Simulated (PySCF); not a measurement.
Breaking a bond: SnO, singlet.

- UHF/def2-SVP, def2 effective core potentials past Kr (PySCF)
- RHF/def2-SVP, def2 effective core potentials past Kr (PySCF)
- UKS-LDA (SVWN5) = PySCF with unrestricted LDA (SVWN5)/def2-SVP, def2 effective core potentials past Kr
- RKS-LDA (SVWN5) = restricted LDA (SVWN5)/def2-SVP, def2 effective core potentials past Kr run with PySCF
- UKS-CAM-B3LYP = unrestricted CAM-B3LYP/def2-SVP, def2 effective core potentials past Kr in PySCF
- RKS-CAM-B3LYP = restricted CAM-B3LYP/def2-SVP, def2 effective core potentials past Kr (PySCF 2.14.0)
- UKS-B3LYP = PySCF with unrestricted B3LYP/def2-SVP, def2 effective core potentials past Kr
- RKS-B3LYP = PySCF 2.14.0 with restricted B3LYP/def2-SVP, def2 effective core potentials past Kr

Scanned distances (Å): 1.36, 1.44, 1.56, 1.65, 1.70, 1.78, 1.82, 1.87, 1.91, 1.98, 2.13, 2.24, 2.44, 2.73, 3.02, 3.27, 3.65, 4.00, 4.49, 4.90, 5.41, 6.40, 7.20.

Task: Where does the unrestricted solution first break spin symmetry (<S²> of 0.01 or more)?

Result: UHF: between 1.70 and 1.78 Å; UKS-LDA (SVWN5): between 2.24 and 2.44 Å; UKS-CAM-B3LYP: between 1.98 and 2.13 Å; UKS-B3LYP: between 1.98 and 2.13 Å.

```json
[
 {"R / Å": "1.36", "<S²> UHF": "0.00", "E(RHF) − E(UHF) / kJ/mol": "0.0", "<S²> UKS-LDA (SVWN5)": "0.00", "E(RKS-LDA (SVWN5)) − E(UKS-LDA (SVWN5)) / kJ/mol": "0.0", "<S²> UKS-CAM-B3LYP": "0.00", "E(RKS-CAM-B3LYP) − E(UKS-CAM-B3LYP) / kJ/mol": "0.0", "<S²> UKS-B3LYP": "0.00", "E(RKS-B3LYP) − E(UKS-B3LYP) / kJ/mol": "0.0"},
 {"R / Å": "1.44", "<S²> UHF": "0.00", "E(RHF) − E(UHF) / kJ/mol": "0.0", "<S²> UKS-LDA (SVWN5)": "0.00", "E(RKS-LDA (SVWN5)) − E(UKS-LDA (SVWN5)) / kJ/mol": "0.0", "<S²> UKS-CAM-B3LYP": "0.00", "E(RKS-CAM-B3LYP) − E(UKS-CAM-B3LYP) / kJ/mol": "0.0", "<S²> UKS-B3LYP": "0.00", "E(RKS-B3LYP) − E(UKS-B3LYP) / kJ/mol": "0.0"},
 {"R / Å": "1.56", "<S²> UHF": "0.00", "E(RHF) − E(UHF) / kJ/mol": "0.0", "<S²> UKS-LDA (SVWN5)": "0.00", "E(RKS-LDA (SVWN5)) − E(UKS-LDA (SVWN5)) / kJ/mol": "0.0", "<S²> UKS-CAM-B3LYP": "0.00", "E(RKS-CAM-B3LYP) − E(UKS-CAM-B3LYP) / kJ/mol": "0.0", "<S²> UKS-B3LYP": "0.00", "E(RKS-B3LYP) − E(UKS-B3LYP) / kJ/mol": "0.0"},
 {"R / Å": "1.65", "<S²> UHF": "0.00", "E(RHF) − E(UHF) / kJ/mol": "0.0", "<S²> UKS-LDA (SVWN5)": "0.00", "E(RKS-LDA (SVWN5)) − E(UKS-LDA (SVWN5)) / kJ/mol": "0.0", "<S²> UKS-CAM-B3LYP": "0.00", "E(RKS-CAM-B3LYP) − E(UKS-CAM-B3LYP) / kJ/mol": "0.0", "<S²> UKS-B3LYP": "0.00", "E(RKS-B3LYP) − E(UKS-B3LYP) / kJ/mol": "0.0"},
 {"R / Å": "1.70", "<S²> UHF": "0.00", "E(RHF) − E(UHF) / kJ/mol": "0.0", "<S²> UKS-LDA (SVWN5)": "0.00", "E(RKS-LDA (SVWN5)) − E(UKS-LDA (SVWN5)) / kJ/mol": "0.0", "<S²> UKS-CAM-B3LYP": "0.00", "E(RKS-CAM-B3LYP) − E(UKS-CAM-B3LYP) / kJ/mol": "0.0", "<S²> UKS-B3LYP": "0.00", "E(RKS-B3LYP) − E(UKS-B3LYP) / kJ/mol": "0.0"},
 {"R / Å": "1.78", "<S²> UHF": "0.53", "E(RHF) − E(UHF) / kJ/mol": "3.0", "<S²> UKS-LDA (SVWN5)": "0.00", "E(RKS-LDA (SVWN5)) − E(UKS-LDA (SVWN5)) / kJ/mol": "0.0", "<S²> UKS-CAM-B3LYP": "0.00", "E(RKS-CAM-B3LYP) − E(UKS-CAM-B3LYP) / kJ/mol": "0.0", "<S²> UKS-B3LYP": "0.00", "E(RKS-B3LYP) − E(UKS-B3LYP) / kJ/mol": "0.0"},
 {"R / Å": "1.82", "<S²> UHF": "0.65", "E(RHF) − E(UHF) / kJ/mol": "16.2", "<S²> UKS-LDA (SVWN5)": "0.00", "E(RKS-LDA (SVWN5)) − E(UKS-LDA (SVWN5)) / kJ/mol": "0.0", "<S²> UKS-CAM-B3LYP": "0.00", "E(RKS-CAM-B3LYP) − E(UKS-CAM-B3LYP) / kJ/mol": "0.0", "<S²> UKS-B3LYP": "0.00", "E(RKS-B3LYP) − E(UKS-B3LYP) / kJ/mol": "0.0"},
 {"R / Å": "1.87", "<S²> UHF": "0.74", "E(RHF) − E(UHF) / kJ/mol": "36.2", "<S²> UKS-LDA (SVWN5)": "0.00", "E(RKS-LDA (SVWN5)) − E(UKS-LDA (SVWN5)) / kJ/mol": "0.0", "<S²> UKS-CAM-B3LYP": "0.00", "E(RKS-CAM-B3LYP) − E(UKS-CAM-B3LYP) / kJ/mol": "0.0", "<S²> UKS-B3LYP": "0.00", "E(RKS-B3LYP) − E(UKS-B3LYP) / kJ/mol": "0.0"},
 {"R / Å": "1.91", "<S²> UHF": "0.79", "E(RHF) − E(UHF) / kJ/mol": "53.9", "<S²> UKS-LDA (SVWN5)": "0.00", "E(RKS-LDA (SVWN5)) − E(UKS-LDA (SVWN5)) / kJ/mol": "0.0", "<S²> UKS-CAM-B3LYP": "0.00", "E(RKS-CAM-B3LYP) − E(UKS-CAM-B3LYP) / kJ/mol": "0.0", "<S²> UKS-B3LYP": "0.00", "E(RKS-B3LYP) − E(UKS-B3LYP) / kJ/mol": "0.0"},
 {"R / Å": "1.98", "<S²> UHF": "0.86", "E(RHF) − E(UHF) / kJ/mol": "86.8", "<S²> UKS-LDA (SVWN5)": "0.00", "E(RKS-LDA (SVWN5)) − E(UKS-LDA (SVWN5)) / kJ/mol": "0.0", "<S²> UKS-CAM-B3LYP": "0.00", "E(RKS-CAM-B3LYP) − E(UKS-CAM-B3LYP) / kJ/mol": "0.0", "<S²> UKS-B3LYP": "0.00", "E(RKS-B3LYP) − E(UKS-B3LYP) / kJ/mol": "0.0"},
 {"R / Å": "2.13", "<S²> UHF": "0.94", "E(RHF) − E(UHF) / kJ/mol": "159.5", "<S²> UKS-LDA (SVWN5)": "0.00", "E(RKS-LDA (SVWN5)) − E(UKS-LDA (SVWN5)) / kJ/mol": "0.0", "<S²> UKS-CAM-B3LYP": "0.19", "E(RKS-CAM-B3LYP) − E(UKS-CAM-B3LYP) / kJ/mol": "1.4", "<S²> UKS-B3LYP": "0.08", "E(RKS-B3LYP) − E(UKS-B3LYP) / kJ/mol": "0.2"},
 {"R / Å": "2.24", "<S²> UHF": "0.99", "E(RHF) − E(UHF) / kJ/mol": "209.9", "<S²> UKS-LDA (SVWN5)": "0.00", "E(RKS-LDA (SVWN5)) − E(UKS-LDA (SVWN5)) / kJ/mol": "0.0", "<S²> UKS-CAM-B3LYP": "0.63", "E(RKS-CAM-B3LYP) − E(UKS-CAM-B3LYP) / kJ/mol": "14.6", "<S²> UKS-B3LYP": "0.37", "E(RKS-B3LYP) − E(UKS-B3LYP) / kJ/mol": "5.3"},
 {"R / Å": "2.44", "<S²> UHF": "1.26", "E(RHF) − E(UHF) / kJ/mol": "281.0", "<S²> UKS-LDA (SVWN5)": "0.31", "E(RKS-LDA (SVWN5)) − E(UKS-LDA (SVWN5)) / kJ/mol": "2.6", "<S²> UKS-CAM-B3LYP": "0.90", "E(RKS-CAM-B3LYP) − E(UKS-CAM-B3LYP) / kJ/mol": "60.8", "<S²> UKS-B3LYP": "0.80", "E(RKS-B3LYP) − E(UKS-B3LYP) / kJ/mol": "28.3"},
 {"R / Å": "2.73", "<S²> UHF": "1.96", "E(RHF) − E(UHF) / kJ/mol": "361.5", "<S²> UKS-LDA (SVWN5)": "0.84", "E(RKS-LDA (SVWN5)) − E(UKS-LDA (SVWN5)) / kJ/mol": "22.4", "<S²> UKS-CAM-B3LYP": "1.11", "E(RKS-CAM-B3LYP) − E(UKS-CAM-B3LYP) / kJ/mol": "134.2", "<S²> UKS-B3LYP": "1.09", "E(RKS-B3LYP) − E(UKS-B3LYP) / kJ/mol": "79.3"},
 {"R / Å": "3.02", "<S²> UHF": "2.00", "E(RHF) − E(UHF) / kJ/mol": "411.3", "<S²> UKS-LDA (SVWN5)": "1.17", "E(RKS-LDA (SVWN5)) − E(UKS-LDA (SVWN5)) / kJ/mol": "47.8", "<S²> UKS-CAM-B3LYP": "1.45", "E(RKS-CAM-B3LYP) − E(UKS-CAM-B3LYP) / kJ/mol": "207.6", "<S²> UKS-B3LYP": "1.32", "E(RKS-B3LYP) − E(UKS-B3LYP) / kJ/mol": "129.8"},
 {"R / Å": "3.27", "<S²> UHF": "2.01", "E(RHF) − E(UHF) / kJ/mol": "436.7", "<S²> UKS-LDA (SVWN5)": "1.36", "E(RKS-LDA (SVWN5)) − E(UKS-LDA (SVWN5)) / kJ/mol": "68.6", "<S²> UKS-CAM-B3LYP": "1.64", "E(RKS-CAM-B3LYP) − E(UKS-CAM-B3LYP) / kJ/mol": "253.5", "<S²> UKS-B3LYP": "1.53", "E(RKS-B3LYP) − E(UKS-B3LYP) / kJ/mol": "173.8"},
 {"R / Å": "3.65", "<S²> UHF": "2.01", "E(RHF) − E(UHF) / kJ/mol": "459.0", "<S²> UKS-LDA (SVWN5)": "1.54", "E(RKS-LDA (SVWN5)) − E(UKS-LDA (SVWN5)) / kJ/mol": "94.5", "<S²> UKS-CAM-B3LYP": "1.81", "E(RKS-CAM-B3LYP) − E(UKS-CAM-B3LYP) / kJ/mol": "286.5", "<S²> UKS-B3LYP": "1.71", "E(RKS-B3LYP) − E(UKS-B3LYP) / kJ/mol": "232.8"},
 {"R / Å": "4.00", "<S²> UHF": "2.01", "E(RHF) − E(UHF) / kJ/mol": "469.7", "<S²> UKS-LDA (SVWN5)": "1.65", "E(RKS-LDA (SVWN5)) − E(UKS-LDA (SVWN5)) / kJ/mol": "112.2", "<S²> UKS-CAM-B3LYP": "1.90", "E(RKS-CAM-B3LYP) − E(UKS-CAM-B3LYP) / kJ/mol": "305.4", "<S²> UKS-B3LYP": "1.80", "E(RKS-B3LYP) − E(UKS-B3LYP) / kJ/mol": "272.0"},
 {"R / Å": "4.49", "<S²> UHF": "2.01", "E(RHF) − E(UHF) / kJ/mol": "476.8", "<S²> UKS-LDA (SVWN5)": "1.73", "E(RKS-LDA (SVWN5)) − E(UKS-LDA (SVWN5)) / kJ/mol": "128.8", "<S²> UKS-CAM-B3LYP": "1.97", "E(RKS-CAM-B3LYP) − E(UKS-CAM-B3LYP) / kJ/mol": "325.2", "<S²> UKS-B3LYP": "1.88", "E(RKS-B3LYP) − E(UKS-B3LYP) / kJ/mol": "291.7"},
 {"R / Å": "4.90", "<S²> UHF": "2.01", "E(RHF) − E(UHF) / kJ/mol": "479.4", "<S²> UKS-LDA (SVWN5)": "1.78", "E(RKS-LDA (SVWN5)) − E(UKS-LDA (SVWN5)) / kJ/mol": "137.7", "<S²> UKS-CAM-B3LYP": "2.00", "E(RKS-CAM-B3LYP) − E(UKS-CAM-B3LYP) / kJ/mol": "337.4", "<S²> UKS-B3LYP": "1.91", "E(RKS-B3LYP) − E(UKS-B3LYP) / kJ/mol": "300.3"},
 {"R / Å": "5.41", "<S²> UHF": "2.01", "E(RHF) − E(UHF) / kJ/mol": "480.9", "<S²> UKS-LDA (SVWN5)": "1.81", "E(RKS-LDA (SVWN5)) − E(UKS-LDA (SVWN5)) / kJ/mol": "144.8", "<S²> UKS-CAM-B3LYP": "2.00", "E(RKS-CAM-B3LYP) − E(UKS-CAM-B3LYP) / kJ/mol": "348.3", "<S²> UKS-B3LYP": "1.94", "E(RKS-B3LYP) − E(UKS-B3LYP) / kJ/mol": "307.7"},
 {"R / Å": "6.40", "<S²> UHF": "2.01", "E(RHF) − E(UHF) / kJ/mol": "482.0", "<S²> UKS-LDA (SVWN5)": "1.83", "E(RKS-LDA (SVWN5)) − E(UKS-LDA (SVWN5)) / kJ/mol": "—", "<S²> UKS-CAM-B3LYP": "2.00", "E(RKS-CAM-B3LYP) − E(UKS-CAM-B3LYP) / kJ/mol": "358.9", "<S²> UKS-B3LYP": "1.98", "E(RKS-B3LYP) − E(UKS-B3LYP) / kJ/mol": "315.8"},
 {"R / Å": "7.20", "<S²> UHF": "2.01", "E(RHF) − E(UHF) / kJ/mol": "482.3", "<S²> UKS-LDA (SVWN5)": "1.84", "E(RKS-LDA (SVWN5)) − E(UKS-LDA (SVWN5)) / kJ/mol": "—", "<S²> UKS-CAM-B3LYP": "2.00", "E(RKS-CAM-B3LYP) − E(UKS-CAM-B3LYP) / kJ/mol": "362.5", "<S²> UKS-B3LYP": "1.99", "E(RKS-B3LYP) − E(UKS-B3LYP) / kJ/mol": "318.9"}
]
```

A dash means that the run gave no value there, or that the column was ended at a point which the program doubted or which failed a test of continuity chosen for this set; such a test can also cut sound points.
